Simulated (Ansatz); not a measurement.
# A substitution series on Ta: NH2 to F

On one Ta centre that keeps NH, n of the NH2 ligands are replaced by F. The mean Ta–N bond length (to NH2) y in Å at PBE0-D4/def2-TZVP. The shapes are optimised at that level. Flexible molecules stand in one conformer. Programs: Ansatz 0.2.0.

| molecule | n | y (Å) |
| --- | --- | --- |
| TaN4H7 | 0 | 1.942 |
| TaN3H5F | 1 | 1.911 |
| TaN2H3F2 | 2 | ? |
| TaNHF3 | 3 | 1.752 |

Fit y = c + s·n to the known rows and predict TaN2H3F2.


1. Means of the 3 rows: n = 1.33333, y = 1.8683.
2. Σ(Δn)² = 4.6667, Σ(Δn·Δy) = -0.30633, so the slope is -0.30633/4.6667 = -0.065642.
3. Intercept: 1.8683 − (-0.065642) × 1.33333 = 1.9558. The largest residual of the fit is 0.021.
4. TaN2H3F2: 1.9558 + (-0.065642) × 2 = 1.825 Å.

The run gave 1.863 Å, so the prediction is off by -0.038 Å, more than the largest residual. The step per swap changes from -0.031 to -0.111 Å along the series, so a line misses the bend. For atoms past krypton def2 sets carry core potentials with scalar relativity.
